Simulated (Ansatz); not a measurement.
A structure relaxed at PBE0-D4/def2-TZVP, charge 0, multiplicity 1:

Cartesian coordinates in Å:
```
N -1.506 0.705 -1.088
Si 0.098 1.291 -0.827
N 0.690 0.719 0.688
Si 0.872 -0.896 1.225
N -0.184 -1.836 0.302
F 2.352 -1.476 1.023
H -2.257 1.040 -0.503
H -1.821 0.603 -2.041
H 0.217 2.774 -0.745
H 0.860 0.796 -2.001
H 0.993 1.438 1.328
H 0.707 -0.927 2.697
H -0.942 -1.408 -0.208
H -0.078 -2.822 0.149
```

(1) Give its formula and SMILES.

(2) Point group (tolerance 0.08 Å, 0.16 Å for H)?

(3) Summarise the bond lengths by kind.

Answers

(1) FH8N3Si2, `N[SiH2]N[SiH](N)F`.

(2) C1.

(3) 4 × N–Si 1.688 to 1.727 Å; 5 × H–N 1.004 to 1.010 Å; 3 × H–Si 1.481 to 1.491 Å; 1 × F–Si 1.602 Å.

Results of the Gaussian-basis code of Ansatz.
